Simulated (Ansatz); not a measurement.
Reaction (ligand exchange at a B–S bond): `BS[SiH3]` + `[OH][AlH][OH]` → `B[O][AlH][OH]` + `[SiH3]S`

Gas-phase electronic energies from Ansatz, PBE0-D4/def2-TZVP geometries. CCSD(T)/CBS adds triple-zeta CCSD(T) − MP2 to the extrapolated MP2 energy (def2 sets, frozen cores). This one scheme is used for every species. Functionals use def2-TZVPP. HSE06 is defined as in plane-wave codes. One conformer a species, not always the lowest.

(1) Is it downhill or uphill in electronic energy at CCSD(T)/CBS, and by how much? (An estimate is asked.)

(2) What do these levels give: PBE, PBE0, r2SCANh, HSE06, RPA@PBE/def2-TZVPP, CCSD/CBS(def2)? (Estimate.)

(3) What do rigid-rotor, harmonic-oscillator terms from PBE0-D4/def2-TZVP frequencies (298.15 K, 1 bar) make of the CCSD(T)/CBS value? (Best estimate.)

Largest T1 diagnostic among the species: 0.014.

Answers

(1) The calculation gave: Downhill: ΔE = -0.50 eV.

(2) The calculation gave: PBE -0.44, PBE0 -0.49, r2SCANh -0.51, HSE06 -0.49, RPA@PBE/def2-TZVPP -0.53, CCSD/CBS(def2) -0.54 eV.

(3) Ansatz gave: ΔZPE = -0.05 eV, ΔH = -0.54 eV, ΔS = 16 J/(mol·K), ΔG = -0.59 eV.

The D4 term adds +0.03 eV with B3LYP and +0.02 eV with PBE0; it sums over pairs of atoms, weighted by their polarisabilities, and B3LYP, whose exchange is more repulsive, gets the larger term. In def2-TZVPP, CCSD(T) changes the Hartree–Fock value by +0.25 eV (the triples alone add +0.05 eV) and MP2 by +0.29 eV.

B3LYP here is the variant with VWN-RPA as its local correlation; programs differ in this.
